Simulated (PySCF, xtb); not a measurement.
C₃H₁₂OSi₂, SMILES C[SiH2][C@H]([SiH3])CO. One conformer was computed; it need not be the lowest.

Harmonic wavenumbers (cm⁻¹) from GFN2-xTB in xtb at its own minimum, in rising order: 30, 93, 108, 122, 153, 189, 203, 279, 344, 396, 453, 508, 541, 582, 671, 695, 765, 780, 788, 794, 804, 829, 837, 847, 955, 1031, 1083, 1101, 1158, 1252, 1328, 1362, 1374, 1487, 1491, 1492, 2151, 2194, 2244, 2249, 2261, 2863, 2916, 2957, 3041, 3046, 3052, 3562.

Problem. What does PySCF with PBE-D3(BJ)/def2-SVP give at its own minimum? (The exact figures need the calculation; the answer reports its results.)

Solution. 47, 83, 123, 149, 161, 181, 215, 259, 314, 402, 474, 509, 595, 601, 665, 706, 730, 811, 858, 860, 899, 909, 914, 917, 924, 1007, 1037, 1045, 1122, 1219, 1236, 1343, 1347, 1382, 1387, 1425, 2116, 2150, 2155, 2158, 2172, 2904, 2973, 2977, 3002, 3077, 3078, 3701. Paired by order, the mean absolute difference is 44 cm⁻¹ and the zero-point energies are 85.0 and 84.8 kcal/mol.
